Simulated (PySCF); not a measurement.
# How the method changes the constants of AlSe

State: ²Σ⁺ (doublet), unpaired electrons σ ↑. Set-up: basis Al def2-TZVPP, Se def2-TZVPP; no relativity; PySCF 2.14. De refers to Al + Se in their high-spin ground configurations, without counterpoise correction. The functionals are run spin-unrestricted. A positive dipole means Al(−)Se(+).

```json
{"Level": "UHF", "Re (Å)": "2.158", "ωe (cm⁻¹)": "460", "De (eV)": "2.21", "μ (D)": "-4.47", "CPU s a point (SCF and correlation, without the integrals)": "1.5"}
{"Level": "UHF-MP2", "Re (Å)": "2.147", "ωe (cm⁻¹)": "545", "De (eV)": "3.84", "μ (D)": "n/a", "CPU s a point (SCF and correlation, without the integrals)": "2.4"}
{"Level": "UHF-SCS-MP2", "Re (Å)": "2.155", "ωe (cm⁻¹)": "529", "De (eV)": "3.61", "μ (D)": "n/a", "CPU s a point (SCF and correlation, without the integrals)": "n/a"}
{"Level": "UHF-CCSD", "Re (Å)": "2.170", "ωe (cm⁻¹)": "471", "De (eV)": "3.37", "μ (D)": "n/a", "CPU s a point (SCF and correlation, without the integrals)": "n/a"}
{"Level": "UHF-CCSD(T)", "Re (Å)": "2.173", "ωe (cm⁻¹)": "480", "De (eV)": "3.60", "μ (D)": "n/a", "CPU s a point (SCF and correlation, without the integrals)": "90"}
{"Level": "LDA", "Re (Å)": "2.153", "ωe (cm⁻¹)": "483", "De (eV)": "4.68", "μ (D)": "-3.26", "CPU s a point (SCF and correlation, without the integrals)": "1.5"}
{"Level": "PBE", "Re (Å)": "2.179", "ωe (cm⁻¹)": "466", "De (eV)": "4.00", "μ (D)": "-3.22", "CPU s a point (SCF and correlation, without the integrals)": "1.8"}
{"Level": "revPBE", "Re (Å)": "2.187", "ωe (cm⁻¹)": "461", "De (eV)": "3.78", "μ (D)": "-3.24", "CPU s a point (SCF and correlation, without the integrals)": "1.3"}
{"Level": "r²SCAN", "Re (Å)": "2.158", "ωe (cm⁻¹)": "490", "De (eV)": "4.02", "μ (D)": "-3.56", "CPU s a point (SCF and correlation, without the integrals)": "2.8"}
{"Level": "M06-L", "Re (Å)": "2.160", "ωe (cm⁻¹)": "478", "De (eV)": "3.88", "μ (D)": "-3.31", "CPU s a point (SCF and correlation, without the integrals)": "2.7"}
{"Level": "PBE0", "Re (Å)": "2.161", "ωe (cm⁻¹)": "481", "De (eV)": "3.80", "μ (D)": "-3.56", "CPU s a point (SCF and correlation, without the integrals)": "3.5"}
{"Level": "B97-3", "Re (Å)": "2.169", "ωe (cm⁻¹)": "475", "De (eV)": "3.76", "μ (D)": "-3.60", "CPU s a point (SCF and correlation, without the integrals)": "2.2"}
{"Level": "CAM-B3LYP", "Re (Å)": "2.159", "ωe (cm⁻¹)": "471", "De (eV)": "3.59", "μ (D)": "-3.71", "CPU s a point (SCF and correlation, without the integrals)": "4.8"}
```

The bond length runs from 2.147 Å (UHF-MP2) to 2.187 Å (revPBE). De spans 2.21 eV (UHF, mean field) to 4.68 eV (LDA, local density). Correlation at CCSD(T) changes the Hartree–Fock bond energy by +1.39 eV; the triples alone change it by +0.23 eV.

Correlated steps freeze 14 core orbitals. Spin–orbit coupling is left out. The state was picked by a PBE0 search and need not be the measured ground state.

The whole job (state search and all levels along the bond) took about 18 min on 1 thread of Arm Neoverse V1 (shared host), peak memory 2.7 GiB.
